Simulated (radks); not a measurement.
The numbers below are computed, except where a source is named.
Problem. Species: Re. Configuration: [Xe] 4f14 5d5 6s2. Code: a radial shooting solver on a logarithmic mesh with Libxc functionals. Model: scalar-relativistic Kohn-Sham, r2SCAN, spin-polarised, spherical densities, finite nucleus; open shells are filled with parallel spins first (spin-orbit coupling, left out, can overturn this in heavy ions); meta-GGA in the generalised Kohn-Sham scheme; Fermi nuclear charge, rms radius 5.3698 fm. Some entries of the table are withheld. Estimate them.

orbital,occ.,eigenvalue (hartree),<1/r> (bohr^-1),r(max) (bohr)
1s down,1,-2636.046,88.72,0.01124
1s up,1,-2636.045,88.72,0.01124
2s up,1,-458.0094,20.78,0.06450
2s down,1,-457.9960,20.78,0.06450
2p up,3,-399.6331,18.75,0.05303
2p down,3,-399.6230,18.75,0.05303
3s up,1,-106.3963,7.707,0.1818
3s down,1,-106.3955,7.707,0.1818
3p up,3,-89.10267,7.094,0.1802
3p down,3,-89.10086,7.094,0.1802
3d up,5,-69.45605,6.689,0.1470
3d down,5,-69.44884,6.688,0.1470
4s up,1,-22.40978,3.270,0.4126
4s down,1,-22.39985,3.269,0.4127
4p up,3,-16.71175,2.971,0.4329
4p down,3,-16.70324,2.970,0.4330
4d up,5,-9.52485,2.646,0.4433
4d down,5,-9.51453,2.646,0.4435
5s up,1,-3.23015,1.280,0.9411
5s down,1,-3.14050,1.298,0.9360
5p up,3,-1.81892,1.078,1.065
5p down,3,-1.69405,1.100,1.054
4f up,7,-1.56626,2.158,0.4181
4f down,7,-1.54605,2.168,0.4180
6s up,1,-0.25481,0.4352,2.496
5d up,5,-0.25351,(1),1.423
6s down,1,-0.18050,0.3696,2.765
5d down,0,-0.10259,(2),1.395
6p up,0,-0.04863,0.2943,3.392
6p down,0,-0.02783,0.2672,3.854

Solution. 
(1) 5d up <1/r> (bohr^-1): 0.7003
(2) 5d down <1/r> (bohr^-1): 0.6600
